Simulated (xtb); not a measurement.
C₂H₆AlCl, charge +1, doublet, from a rough starting geometry (GFN-xTB shapes and energies of metal compounds can be far from the true ones) (a state made from the parent by changing its charge; the spin is typed, not shown lowest); xtb 6.7.1 with GFN2-xTB.

Input for xtb:
```
$ xtb mol.xyz --gfn 2 --chrg 1 --uhf 1 --opt vtight --json

# file mol.xyz
10

Al    -0.36978638     0.40325828    -0.31446264
C      1.52231714    -0.02142573    -0.93309487
H      1.75147706    -1.05962634    -0.71518496
H      2.24312121     0.62498084    -0.46251046
H      1.63313047     0.05823942    -2.04189554
C     -1.15519380    -0.27659965     1.22730703
H     -1.75525052    -1.21128459     1.12590115
H     -1.91454632     0.38933826     1.76260914
H     -0.48565539    -0.54713742     2.08704363
Cl    -1.49898398     1.65822578    -1.54912369
```

It wrote (shortened):

```
   ID    Z sym.   atoms
    1   13 Al     1
    2    6 C      2, 6
    3    1 H      3-5, 7-9
    4   17 Cl     10

           -------------------------------------------------
          |                Calculation Setup                |
           -------------------------------------------------

           -------------------------------------------------
          |                 G F N 2 - x T B                 |
           -------------------------------------------------

          ...................................................
          :                      SETUP                      :
          :.................................................:
          :  # basis functions                  34          :
          :  # atomic orbitals                  32          :
          :  # shells                           16          :
          :  # electrons                        23          :
          :  max. iterations                   250          :
          :  Hamiltonian                  GFN2-xTB          :
          :  restarted?                      false          :
          :  GBSA solvation                  false          :
          :  PC potential                    false          :
          :  electronic temp.          300.0000000     K    :
          :  accuracy                    1.0000000          :
          :  -> integral cutoff          0.2500000E+02      :
          :  -> integral neglect         0.1000000E-07      :
          :  -> SCF convergence          0.1000000E-05 Eh   :
          :  -> wf. convergence          0.1000000E-03 e    :
          :  Broyden damping             0.4000000          :
          :  net charge                          1          :
          :  unpaired electrons                  1          :
          ...................................................

 iter      E             dE          RMSdq      gap      omega  full diag
   1    -12.5875143 -0.125875E+02  0.141E+01    5.12       0.0  T
   2    -12.5610524  0.264619E-01  0.927E+00    4.80       1.0  T
   3    -12.2695236  0.291529E+00  0.100E+01    3.80       1.0  T
   4    -12.5389722 -0.269449E+00  0.347E+00    4.24       1.0  T
   5    -12.6058399 -0.668677E-01  0.186E+00    4.74       1.0  T
   6    -12.6249376 -0.190977E-01  0.808E-01    4.99       1.0  T
   7    -12.6156956  0.924200E-02  0.119E+00    4.94       1.0  T
   8    -12.6199585 -0.426288E-02  0.879E-01    4.92       1.0  T
   9    -12.6205276 -0.569101E-03  0.891E-01    5.00       1.0  T
  10    -12.6210833 -0.555669E-03  0.812E-01    5.01       1.0  T
  11    -12.6251167 -0.403349E-02  0.236E-01    5.03       1.0  T
  12    -12.6226886  0.242812E-02  0.613E-01    4.99       1.0  T
  13    -12.6254555 -0.276692E-02  0.895E-02    5.03       1.0  T
  14    -12.6253300  0.125571E-03  0.133E-01    5.02       1.0  T
  15    -12.6254763 -0.146325E-03  0.319E-02    5.03       1.0  T
  16    -12.6254670  0.926078E-05  0.383E-02    5.03       1.0  T
  17    -12.6254783 -0.112091E-04  0.116E-02    5.03       2.7  T
  18    -12.6254790 -0.743471E-06  0.390E-03    5.03       8.1  T
  19    -12.6254789  0.546603E-07  0.427E-03    5.03       7.4  T
  20    -12.6254790 -0.109095E-06  0.220E-03    5.03      14.4  T
  21    -12.6254791 -0.369405E-07  0.559E-04    5.03      56.5  T
  22    -12.6254791 -0.190855E-08  0.148E-04    5.03     213.2  T

   *** convergence criteria satisfied after 22 iterations ***

         :::::::::::::::::::::::::::::::::::::::::::::::::::::
         ::                     SUMMARY                     ::
         :::::::::::::::::::::::::::::::::::::::::::::::::::::
         :: total energy             -12.499901527995 Eh    ::
         :: gradient norm              0.121644659916 Eh/a0 ::
         :: HOMO-LUMO gap              5.026030753312 eV    ::
         ::.................................................::
         :: SCC energy               -12.625467521398 Eh    ::
[...]
 * total energy  :   -12.5230979 Eh     change       -0.5196769E-05 Eh
 * total energy  :   -12.5231026 Eh     change       -0.4634115E-05 Eh
 * total energy  :   -12.5231041 Eh     change       -0.1572297E-05 Eh
 * total energy  :   -12.5231037 Eh     change        0.3850490E-06 Eh
 * total energy  :   -12.5231063 Eh     change       -0.2553308E-05 Eh
 * total energy  :   -12.5231082 Eh     change       -0.1940263E-05 Eh
 * total energy  :   -12.5231116 Eh     change       -0.3364341E-05 Eh
 * total energy  :   -12.5231135 Eh     change       -0.1942277E-05 Eh
 * total energy  :   -12.5231148 Eh     change       -0.1258807E-05 Eh
 * total energy  :   -12.5231149 Eh     change       -0.1478704E-06 Eh
 * total energy  :   -12.5231151 Eh     change       -0.1127630E-06 Eh
 * total energy  :   -12.5231151 Eh     change       -0.5430155E-07 Eh
   *** GEOMETRY OPTIMIZATION CONVERGED AFTER 31 ITERATIONS ***
         :: total energy             -12.523115116747 Eh    ::
[...]
        11        2.0000           -0.6115179             -16.6402
        12        1.0000           -0.5824008             -15.8479 (HOMO)
        13                         -0.4235544             -11.5255 (LUMO)
        14                         -0.3561356              -9.6909
        15                         -0.2785754              -7.5804
        16                         -0.2736663              -7.4468
        17                         -0.2392388              -6.5100
        18                         -0.1870660              -5.0903
        19                         -0.1529643              -4.1624
        20                         -0.1481412              -4.0311
        21                         -0.1465829              -3.9887
        22                         -0.1380070              -3.7554
        23                         -0.1140269              -3.1028
       ...                                ...                  ...
        32                          0.9528501              25.9284
      -------------------------------------------------------------
                  HL-Gap            0.1588465 Eh            4.3224 eV
             Fermi-level           -0.5499685 Eh          -14.9654 eV

     #   Z          covCN         q      C6AA      α(0)
     1  13 Al       2.425     0.364    98.444    20.596
     2   6 C        3.600    -0.159    24.248     7.122
     3   1 H        0.924     0.153     1.369     1.830
     4   1 H        0.924     0.149     1.397     1.848
     5   1 H        0.924     0.148     1.404     1.853
     6   6 C        3.600    -0.159    24.249     7.123
     7   1 H        0.924     0.149     1.396     1.848
     8   1 H        0.924     0.148     1.404     1.853
     9   1 H        0.924     0.153     1.369     1.830
    10  17 Cl       0.769     0.053    97.469    15.102

 Mol. C6AA /au·bohr⁶  :       1316.680283
 Mol. C8AA /au·bohr⁸  :      55250.789347
 Mol. α(0) /au        :         61.005020

Wiberg/Mayer (AO) data.
largest (>0.10) Wiberg bond orders for each atom

 ---------------------------------------------------------------------------
     #   Z sym  total        # sym  WBO       # sym  WBO       # sym  WBO
 ---------------------------------------------------------------------------
     1  13 Al   3.696 --    10 Cl   1.621     6 C    0.847     2 C    0.847
     2   6 C    3.825 --     3 H    0.907     4 H    0.904     5 H    0.901
                             1 Al   0.847     6 C    0.189
     3   1 H    0.976 --     2 C    0.907
     4   1 H    0.978 --     2 C    0.904
     5   1 H    0.978 --     2 C    0.901
     6   6 C    3.826 --     9 H    0.906     7 H    0.904     8 H    0.901
                             1 Al   0.847     2 C    0.189
     7   1 H    0.978 --     6 C    0.904
     8   1 H    0.978 --     6 C    0.901
     9   1 H    0.976 --     6 C    0.906
    10  17 Cl   1.763 --     1 Al   1.621
 ---------------------------------------------------------------------------

Topologies differ in total number of bonds
Writing topology from bond orders to xtbtopo.mol

molecular dipole:
                 x           y           z       tot (Debye)
 q only:       -0.137       0.154      -0.103
   full:       -0.379       0.433      -0.358       1.723
molecular quadrupole (traceless):
                xx          xy          yy          xz          yz          zz
 q only:        2.159      -1.152      -2.972      -3.342      -2.108       0.813
  q+dip:        2.069      -4.320      -2.855      -0.966      -5.585       0.786
   full:        1.444      -1.881      -1.948      -1.415      -2.645       0.504

optimized geometry written to: xtbopt.xyz

           -------------------------------------------------
          | TOTAL ENERGY              -12.523115116747 Eh   |
          | GRADIENT NORM               0.000061247669 Eh/α |
          | HOMO-LUMO GAP               4.322432327732 eV   |
           -------------------------------------------------
```
